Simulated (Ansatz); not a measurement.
CH4AlI. The species carries charge 0 and has multiplicity 1. Correlated methods include outer-core shells of I, which these sets cover unevenly. I takes the def2 core potential. The bonds changed during the relaxation, so this is another structure than the one it started from.

```xyz
7

Al   -0.733   -0.567   -0.543
C     0.374    0.803    0.321
I     1.608   -0.877    1.014
H    -0.398   -0.945   -2.043
H    -1.962   -1.142    0.270
H     0.054    1.302    1.232
H     1.057    1.427   -0.250
```

Give the diagnostics of a CCSD(T)/def2-TZVPP run (frozen core, Ansatz). (An estimate is asked.)

The calculation gave: T1 = 0.0098, largest single amplitude 0.011, largest double 0.027, (T) share of the correlation energy 2.8 %, 10 CCSD cycles. The RHF solution is stable towards an unrestricted one. T1 lies under the customary mark of 0.02 for closed shells.
